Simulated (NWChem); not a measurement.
System meant: MgSiH₄O₂; SMILES [O]([SiH3])[Mg][OH]

Input file for NWChem:

```
start job
memory heap 200 mb stack 900 mb global 1100 mb
geometry units angstroms noautoz
  Mg     0.511938     1.151324     0.000000
  O      0.696530     2.897930     0.000000
  H      0.799256     3.842440     0.000000
  O      0.322862    -0.635436     0.000000
  Si     0.151394    -2.261630     0.000000
  H      0.788042    -2.880990    -1.208980
  H     -1.294467    -2.661417     0.000000
  H      0.788042    -2.880990     1.208980
end
basis spherical
  * library def2-svp
end
dft
  xc b3lyp
  iterations 4
  mulliken
end
task dft energy
```

End of the output:

```
    Atom       Charge   Shell Charges
 -----------   ------   -------------------------------------------------------
    1 Mg  12    11.66   2.00  1.93  0.27  0.08  5.84  0.63  0.34  0.58
    2 O    8     8.22   1.97  0.85  0.59  2.73  2.07  0.01
    3 H    1     0.90   0.55  0.17  0.19
    4 O    8     8.36   1.97  0.89  0.60  2.76  2.13  0.00
    5 Si  14    13.48   2.00  1.93  0.63  0.32  5.81  1.24  1.08  0.46
    6 H    1     1.12   0.66  0.44  0.02
    7 H    1     1.12   0.66  0.44  0.02
    8 H    1     1.12   0.66  0.44  0.02

 center of mass
 --------------
 x =  -0.00000000 y =  -0.00000000 z =   0.09050039

 moments of inertia (a.u.)
 ------------------
        1289.536498745395          -0.000000000000           0.000000000000
          -0.000000000000        1289.536498745395          -0.000000000000
           0.000000000000          -0.000000000000          21.042088330451

     Multipole analysis of the density
     ---------------------------------

     L   x y z        total         alpha         beta         nuclear
     -   - - -        -----         -----         ----         -------
     0   0 0 0     -0.000000    -23.000000    -23.000000     46.000000

     1   1 0 0      0.000000      0.000000      0.000000      0.000000
     1   0 1 0     -0.000000     -0.000000     -0.000000     -0.000000
     1   0 0 1      0.811875      0.405938      0.405938      0.000000

     2   2 0 0    -26.064214    -18.251785    -18.251785     10.439356
     2   1 1 0     -0.000000     -0.000000     -0.000000      0.000000
     2   1 0 1      0.000000      0.000000      0.000000     -0.000000
     2   0 2 0    -26.064214    -18.251785    -18.251785     10.439356
     2   0 1 1     -0.000000     -0.000000     -0.000000      0.000000
     2   0 0 2    -28.294544   -367.911677   -367.911677    707.528810

 ------------------------------------------------------------------------
 dft energy failed                                                                                  0
 ------------------------------------------------------------------------
 ------------------------------------------------------------------------
  current input line :
    21: task dft energy
 ------------------------------------------------------------------------
 ------------------------------------------------------------------------
 This type of error is most commonly associated with calculations not reaching convergence criteria
 ------------------------------------------------------------------------
 For more information see the NWChem manual at https://nwchemgit.github.io

0:dft energy failed:Received an Error in Communication
```

Task: Find the fault in this run and fix the input.

Result: The run did not converge; its last values are not results. Cause: the SCF was allowed too few iterations. This input runs:
```
start job
memory heap 200 mb stack 900 mb global 1100 mb
geometry units angstroms noautoz
  Mg     0.511938     1.151324     0.000000
  O      0.696530     2.897930     0.000000
  H      0.799256     3.842440     0.000000
  O      0.322862    -0.635436     0.000000
  Si     0.151394    -2.261630     0.000000
  H      0.788042    -2.880990    -1.208980
  H     -1.294467    -2.661417     0.000000
  H      0.788042    -2.880990     1.208980
end
basis spherical
  Mg library def2-svp
  O library def2-svp
  H library def2-svp
  Si library def2-svp
end
dft
  xc b3lyp
  iterations 150
  mulliken
end
task dft energy
```
It converges to -642.31230 Ha (B3LYP/def2-SVP).
